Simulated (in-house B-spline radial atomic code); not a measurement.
**V IV (V3+): [Ne] 3s2 3p5 3d2 4s1 (an excited or competing configuration)**

Method: non-relativistic HSE06, spin-polarised, spherical fractional occupations, exact exchange averaged over the configuration, point nucleus. Calculated with an all-electron radial atomic-structure program (B-spline basis).

Z_r = [3n² - l(l+1)]/(2<r>); Z_e = n√(-2ε); the last column is Slater's effective charge. Values are occupation-weighted means over spin.

```
shell  electrons   ε (eV)  <r> (bohr)    Z_r    Z_e  Slater
   1s          2  -5412.3     0.06703  22.38  19.94   22.70
   2s          2  -655.06      0.3102  19.35  13.88   18.85
   2p          6  -558.96      0.2747  18.20  12.82   18.85
   3s          2  -114.85      0.9296  14.52   8.72   12.10
   3p          5  -88.224      0.9739  12.83   7.64   12.10
   3d          2  -48.417       1.085   9.68   5.66    5.65
   4s          1  -31.829       2.415   9.94   6.12    5.35
```

The least bound orbital is 4s up at -31.83 eV, and it is also the most diffuse (<r> = 2.415 bohr).
